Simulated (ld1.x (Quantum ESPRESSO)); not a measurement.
**Pseudopotential generation for nitrogen (N): PAW, PBE, scalar-relativistic.**

ld1.x (Quantum ESPRESSO) 7.5 was run on this input:

```
&input
   title='N', zed=7., rel=1, dft='PBE', iswitch=3,
   config='[He] 2s2 2p3 3d-2',
   nld=3, rlderiv=2.20, eminld=-3.0, emaxld=5.0, deld=0.02
 /
 &inputp
   pseudotype=3, lpaw=.true., tm=.true., lloc=-1, rcloc=1.35,
   nlcc=.true., new_core_ps=.true., rcore=0.70,
   which_augfun='BESSEL', rmatch_augfun=0.70,
   file_pseudopw='N.UPF', file_wfcaegen='ae.wfc', file_wfcncgen='nc.wfc', file_beta='beta', file_chi='chi', file_wfcusgen='us.wfc'
 /
6
2S  1  0   2.00   0.00  0.70  0.80  0.0
2S  1  0   0.00  -1.00  0.70  0.80  0.0
2P  2  1   3.00   0.00  1.50  1.95  0.0
2P  2  1   0.00   0.80  1.50  1.95  0.0
3D  3  2  -2.00   0.05  1.75  2.00  0.0
3D  3  2  -2.00   2.70  1.75  2.00  0.0
 &test
   configts(1)='2s2 2p3'
 /
```

Command:

```bash
ld1.x < N.in > N.out
```

Resulting log (shortened: banner, matrices, multipoles, cross overlaps and the repeated all-electron block are left out):

```
Program LD1 v.7.5
     --------------------------- All-electron run ----------------------------

     N
     scalar relativistic calculation

     atomic number is  7.00
     dft =PBE   lsd =0 sic =0 latt =0  beta=0.20 tr2=1.0E-14
     Exchange-correlation= PBE
                           (   1   4   3   4   0   0   0)
     mesh =1085 r(mesh) =  99.89202 a.u. xmin = -7.00 dx = 0.01250
     1 Ry =  13.60569312 eV, c = 137.03599908

     n l     nl                  e(Ry)          e(Ha)          e(eV)
     1 0     1S 1( 2.00)       -28.2764       -14.1382      -384.7204
     2 0     2S 1( 2.00)        -1.3658        -0.6829       -18.5828
     2 1     2P 1( 3.00)        -0.5211        -0.2606        -7.0900

     final scf error:  5.8E-15 reached in  23 iterations

     Etot =    -108.906480 Ry,     -54.453240 Ha,   -1481.748142 eV

     Ekin =     108.686336 Ry,      54.343168 Ha,    1478.752934 eV
     Encl =    -256.222520 Ry,    -128.111260 Ha,   -3486.084983 eV
     Eh   =      51.762930 Ry,      25.881465 Ha,     704.270546 eV
     Exc  =     -13.133226 Ry,      -6.566613 Ha,    -178.686639 eV

     normalization and overlap integrals

     s(1S/1S) =  1.000000  <r> =   0.2297  <r2> =    0.0714  r(max) =   0.1483
     s(2S/2S) =  1.000000  <r> =   1.3197  <r2> =    2.1153  r(max) =   1.0167
     s(2P/2P) =  1.000000  <r> =   1.4841  <r2> =    2.9193  r(max) =   0.9793

     ------------------------ End of All-electron run ------------------------

     --------------------- Generating PAW atomic setup --------------------

      Generating local potential from pseudized AE potential:
      Matching radius rcloc =   1.3500

      Local pseudo, rcloc= 1.355 Estimated cut-off energy=    13.31 Ry

      Computing core charge for nlcc:

       r > 0.71 : true rho core
      Core charge pseudized with two Bessel functions
      Integrated core pseudo-charge :   0.35
      Wfc-us  2S rcutus= 0.802  Estimated cut-off energy=    65.32 Ry
      Wfc-us  2S rcutus= 0.802  Estimated cut-off energy=    65.80 Ry
      Wfc-us  2P rcutus= 1.972  Estimated cut-off energy=    20.43 Ry
      Wfc-us  2P rcutus= 1.972  Estimated cut-off energy=    38.04 Ry
      Wfc-us  3D rcutus= 2.022  Estimated cut-off energy=    24.83 Ry
      Wfc-us  3D rcutus= 2.022  Estimated cut-off energy=    28.43 Ry

     Required augmentation: BESSEL   radius:    0.700000
     Suggested rho cutoff for augmentation: 198.31 Ry

     Estimated PAW energy =  -27.607660 Ryd

     ------------------- End of pseudopotential generation -------------------

     Computing logarithmic derivative in   2.19319
     Computing logarithmic derivative in   2.19319
     Computing the partial wave expansion
     R is outside the sphere for l=    0 j= 0.00
     R is outside the sphere for l=    0 j= 0.00
     R is outside the sphere for l=    1 j= 0.00
     R is outside the sphere for l=    1 j= 0.00
     R is outside the sphere for l=    2 j= 0.00
     R is outside the sphere for l=    2 j= 0.00

     ---------------------- Testing the pseudopotential ----------------------

     N
     scalar relativistic calculation

     atomic number is  7.00   valence charge is  5.00
     dft = SLA  PW   PBX  PBC   lsd =0 sic =0 latt =0  beta=0.20 tr2=1.0E-14
     mesh =1085 r(mesh) =  99.89202 xmin = -7.00 dx = 0.01250

     n l     nl             e AE (Ry)        e PS (Ry)    De AE-PS (Ry)
     1 0     2S   1( 2.00)       -1.36581       -1.36582        0.00001
     2 1     2P   1( 3.00)       -0.52111       -0.52111        0.00000

     eps = 3.9E-17  iter =  4

     Etot =    -108.906480 Ry,     -54.453240 Ha,   -1481.748142 eV
     Etotps =   -27.607673 Ry,     -13.803836 Ha,    -375.621522 eV

     Ekin =      20.451141 Ry,      10.225571 Ha,     278.251954 eV
     Encl =     -51.263388 Ry,     -25.631694 Ha,    -697.473919 eV
     Ehrt =      16.337797 Ry,       8.168898 Ha,     222.287046 eV
     Ecxc =     -13.133223 Ry,      -6.566612 Ha,    -178.686603 eV
     (Ecc =      -0.482848 Ry,      -0.241424 Ha,      -6.569480 eV)

     ---------------------- End of pseudopotential test ----------------------
```

Generation and configuration tests took about 1.7 s on one core of a shared server CPU.

Transferability test of the new file with ld1.x, input:

```
&input
   title='N', zed=7., rel=1, dft='PBE', iswitch=2,
   config='[He] 2s2 2p3 3d-2'
 /
 &test
   file_pseudo='N.UPF', nconf=8,
   configts(1)='2s2 2p3',
   configts(2)='2s2 2p2',
   configts(3)='2s2 2p1',
   configts(4)='2s2 2p0',
   configts(5)='2s1 2p4',
   configts(6)='2s0 2p5',
   configts(7)='2s2 2p2.5',
   configts(8)='2s2 2p3.3'
 /
```

```bash
ld1.x < N.test.in > N.test.out
```

Pseudopotential blocks of its output, shortened (energy terms left out):

```
     ---------------------- Testing the pseudopotential ----------------------

     n l     nl             e AE (Ry)        e PS (Ry)    De AE-PS (Ry)
     1 0     2S   1( 2.00)       -1.36581       -1.36582        0.00001
     2 1     2P   1( 3.00)       -0.52111       -0.52111        0.00000

     eps = 3.9E-17  iter =  4

     Etot =    -108.906480 Ry,     -54.453240 Ha,   -1481.748142 eV
     Etotps =   -27.607673 Ry,     -13.803836 Ha,    -375.621522 eV

     ---------------------- End of pseudopotential test ----------------------

          ---------------------- Testing the pseudopotential ----------------------

     n l     nl             e AE (Ry)        e PS (Ry)    De AE-PS (Ry)
     1 0     2S   1( 2.00)       -2.38592       -2.38682        0.00090
     2 1     2P   1( 2.00)       -1.52057       -1.51792       -0.00265

     eps = 5.2E-15  iter = 10

     Etot =    -107.907526 Ry,     -53.953763 Ha,   -1468.156687 eV
     Etotps =   -26.609772 Ry,     -13.304886 Ha,    -362.044393 eV
     dEtot_ae =       0.998954 Ry
     dEtot_ps =       0.997901 Ry,   Delta E=       0.001053 Ry

     ---------------------- End of pseudopotential test ----------------------

          ---------------------- Testing the pseudopotential ----------------------

     n l     nl             e AE (Ry)        e PS (Ry)    De AE-PS (Ry)
     1 0     2S   1( 2.00)       -3.61318       -3.61668        0.00351
     2 1     2P   1( 1.00)       -2.75706       -2.75143       -0.00563  !

     eps = 8.1E-15  iter = 21

     Etot =    -105.786813 Ry,     -52.893407 Ha,   -1439.302915 eV
     Etotps =   -24.493333 Ry,     -12.246667 Ha,    -333.248775 eV
     dEtot_ae =       3.119667 Ry
     dEtot_ps =       3.114339 Ry,   Delta E=       0.005327 Ry

     ---------------------- End of pseudopotential test ----------------------

          ---------------------- Testing the pseudopotential ----------------------

     n l     nl             e AE (Ry)        e PS (Ry)    De AE-PS (Ry)
     1 0     2S   1( 2.00)       -5.00709       -5.01704        0.00996  !
     2 1     2P   1( 0.00)       -4.19522       -4.19390       -0.00132

     eps = 1.6E-15  iter = 14

     Etot =    -102.326325 Ry,     -51.163163 Ha,   -1392.220578 eV
     Etotps =   -21.037136 Ry,     -10.518568 Ha,    -286.224820 eV
     dEtot_ae =       6.580155 Ry
     dEtot_ps =       6.570536 Ry,   Delta E=       0.009618 Ry

     ---------------------- End of pseudopotential test ----------------------

          ---------------------- Testing the pseudopotential ----------------------

     n l     nl             e AE (Ry)        e PS (Ry)    De AE-PS (Ry)
     1 0     2S   1( 1.00)       -1.39869       -1.39870        0.00001
     2 1     2P   1( 4.00)       -0.55190       -0.55280        0.00090

     eps = 3.6E-15  iter = 11

     Etot =    -108.060693 Ry,     -54.030347 Ha,   -1470.240630 eV
     Etotps =   -26.762673 Ry,     -13.381336 Ha,    -364.124710 eV
     dEtot_ae =       0.845786 Ry
     dEtot_ps =       0.845000 Ry,   Delta E=       0.000786 Ry

     ---------------------- End of pseudopotential test ----------------------

          ---------------------- Testing the pseudopotential ----------------------

     n l     nl             e AE (Ry)        e PS (Ry)    De AE-PS (Ry)
     1 0     2S   1( 0.00)       -1.42868       -1.43038        0.00170
     2 1     2P   1( 5.00)       -0.58014       -0.58045        0.00031

     eps = 6.6E-15  iter = 12

     Etot =    -107.213001 Ry,     -53.606501 Ha,   -1458.707190 eV
     Etotps =   -25.914977 Ry,     -12.957488 Ha,    -352.591220 eV
     dEtot_ae =       1.693479 Ry
     dEtot_ps =       1.692696 Ry,   Delta E=       0.000783 Ry

     ---------------------- End of pseudopotential test ----------------------

          ---------------------- Testing the pseudopotential ----------------------

     n l     nl             e AE (Ry)        e PS (Ry)    De AE-PS (Ry)
     1 0     2S   1( 2.00)       -1.84634       -1.84670        0.00036
     2 1     2P   1( 2.50)       -0.98810       -0.98708       -0.00102

     eps = 7.8E-15  iter = 11

     Etot =    -108.532115 Ry,     -54.266058 Ha,   -1476.654655 eV
     Etotps =   -27.233504 Ry,     -13.616752 Ha,    -370.530701 eV
     dEtot_ae =       0.374364 Ry
     dEtot_ps =       0.374168 Ry,   Delta E=       0.000196 Ry

     ---------------------- End of pseudopotential test ----------------------

          ---------------------- Testing the pseudopotential ----------------------

     n l     nl             e AE (Ry)        e PS (Ry)    De AE-PS (Ry)
     1 0     2S   1( 2.00)       -1.11160       -1.11141       -0.00019
     2 1     2P   1( 3.30)       -0.27726       -0.27754        0.00028

     eps = 6.0E-15  iter = 14

     Etot =    -109.025475 Ry,     -54.512738 Ha,   -1483.367158 eV
     Etotps =   -27.726731 Ry,     -13.863366 Ha,    -377.241395 eV
     dEtot_ae =      -0.118996 Ry
     dEtot_ps =      -0.119058 Ry,   Delta E=       0.000063 Ry

     ---------------------- End of pseudopotential test ----------------------
```
